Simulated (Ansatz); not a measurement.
WO2Cl2, SMILES [O]=[W](=[O])([Cl])[Cl], multiplicity 1.

The structure is a stationary point at B3LYP-D3(BJ)/def2-SVP. The multiplicity is an assumed one; no other spin state was optimised. The isomer is the one that the SMILES or the coordinates give; other isomers of the formula were not compared. The def2 effective core potentials stand for the cores of W; spin–orbit coupling is left out.

Two levels are set side by side: PBE/def2-TZVPD (Ansatz, a first-principles code) and CAM-B3LYP/def2-TZVPD (Ansatz). Energy differences of separate SCF runs at the same geometry; the states with an electron removed or added have multiplicity 2 and 2. Differences are taken from unrounded values.

```tsv
quantity	CAM-B3LYP	PBE	PBE minus CAM-B3LYP
vertical ionisation energy (eV)	11.81	11.26	-0.55
vertical electron affinity (eV)	1.83	1.29	-0.54
vertical singlet–triplet gap (eV)	4.02	4.13	0.11
```
